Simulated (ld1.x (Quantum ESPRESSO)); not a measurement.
LDA (PZ) TM dataset for Ga, scalar-relativistic all-electron reference.

Ga (Z = 31), norm-conserving Troullier–Martins (Kleinman–Bylander form), made with ld1.x (Quantum ESPRESSO) 7.5 (LDA (PZ), scalar-relativistic). Core [Ar] 3d10, reference 4s2 4p1. Waves: 4s (bound): rc 1.48 bohr; 4d channel at -0.05 Ry: rc 1.36 bohr; 4p (bound): rc 1.76 bohr. Local part: the p channel. Core correction: a·sin(br)/r model core, default radius (core density twice the valence density).

Poles of the logarithmic derivatives, all-electron (AE) and pseudo (PS). s: poles at 3.4 (AE) and 4.0 (PS) Ry. p: poles at 5.0 (AE) and 4.2 (PS) Ry. d: poles at -1.2 (AE) and -1.0 (PS) Ry. Test radius 1.91 bohr.

- Cutoffs needed: 30 Ry and 70 Ry (the cutoffs (Ry, on a coarse ladder) from which the occupation-weighted sum of valence levels, in a spherical-Bessel basis at the reference potential, stays within 10 and 1 mRy of its value at 400 Ry)
- Ghost test: no extra level below or beside the all-electron valence levels (s, d, p, f tested) (spherical-Bessel basis up to 400 Ry, 20 bohr box)
- Largest excitation error: -186 meV (all-electron minus pseudo) for 4s1 4p0, out of 7 test configurations
